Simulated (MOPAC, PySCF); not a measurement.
[Ti(CH3)(H)3], neutral singlet in the gas phase. 

Cartesian coordinates (Å):
```xyz
8

Ti    -0.0290     0.1101    -0.0052
C     -0.5287     2.0599    -0.1105
H     -1.4514     2.1541    -0.7260
H      0.3133     2.6139    -0.5831
H     -0.7096     2.4331     0.9226
H     -0.0466    -0.3577     1.6432
H     -1.1767    -0.7860    -0.9086
H      1.5390    -0.0788    -0.6701
```
Charge 0, multiplicity 1.

All levels are single points at this geometry (PBE-D3(BJ)/def2-SVP); Pople sets use spherical d functions. Orbital energies aren't observables, and empty levels follow the basis.

| level | HOMO (eV) | LUMO (eV) | gap (eV) | dipole (D) | vertical IE, Delta-SCF (eV) |
|---|---|---|---|---|---|
| B3LYP-D3(BJ)/def2-TZVP in PySCF | -8.10 | -2.68 | 5.41 | 1.29 | – |
| PBE-D3(BJ)/def2-TZVP in PySCF | -6.96 | -3.72 | 3.24 | 1.34 | – |
| TPSSh-D3(BJ)/def2-TZVP in PySCF | -7.61 | -3.03 | 4.59 | 1.32 | – |
| B3LYP/3-21G in PySCF | -8.14 | -2.35 | 5.79 | 1.50 | – |
| B3LYP/6-311+G** (LANL2DZ on Ti) in PySCF | -8.28 | -2.90 | 5.39 | 1.45 | – |
| BP86/6-31G* (LANL2DZ on Ti) in PySCF | -7.24 | -4.01 | 3.23 | 1.83 | – |
| M06-2X/6-31G* (LANL2DZ on Ti) in PySCF | -9.79 | -1.77 | 8.02 | 1.74 | – |
| PBE/6-31G* (LANL2DZ on Ti) in PySCF | -7.13 | -3.92 | 3.21 | 1.81 | – |
| SVWN5/6-31G* (LANL2DZ on Ti) in PySCF | -7.18 | -4.17 | 3.01 | 1.85 | 10.43 |
| HF/3-21G in PySCF | -11.82 | 1.03 | 12.85 | 1.34 | – |
| HF/6-31G* (LANL2DZ on Ti) in PySCF | -11.99 | 0.55 | 12.54 | 1.84 | 9.73 |
| HF/STO-3G in PySCF | -9.90 | 6.48 | 16.38 | 0.38 | – |
| PM7 in MOPAC | -10.14 | -2.13 | 8.02 | 0.53 | – |
